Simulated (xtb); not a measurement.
Be2O, SMILES [Be][O][Be] (connectivity only; charge and spin as stated), neutral, multiplicity 1. All values are semi-empirical tight-binding results from xtb (GFN2-xTB unless named), good for trends rather than for accurate numbers. Geometry: GFN2-xTB.

Optimised geometry:

```xyz
3

Be     0.0000     0.0000    -1.4140
O      0.0000     0.0000     0.0000
Be     0.0000     0.0000     1.4140
```
Charge 0, spin multiplicity 1.

For metal compounds this method's bond lengths and energies can be far off.

Problem. Estimate the properties. (Estimate from the structure and the level; the computed values follow.)

Solution. 
```json
{
  "point_group_as_xtb_finds_it": "D∞h",
  "orbital_gap": "0.40 eV",
  "zero_point_energy": "3.4 kcal/mol",
  "G − E(el) at 298.15 K (modified RRHO)": "-9.7 kcal/mol"
}
```

Computed IR lines (harmonic; lines under 4 % of the strongest left out, lines within 3 cm⁻¹ merged):
ν (cm⁻¹): 983 (vs) (against the strongest line: vs over 80 %, s over 45 %, m over 15 %, w over 4 %, vw less)

Problem. Give the atomic charges and the Wiberg bond orders between heavy atoms. (The exact figures need the calculation; the answer reports its results.)

Solution. charges (e) Be1 0.38, O2 -0.75, Be3 0.38. Bond orders Be1–O2 1.03, Be1–Be3 0.90, O2–Be3 1.03.
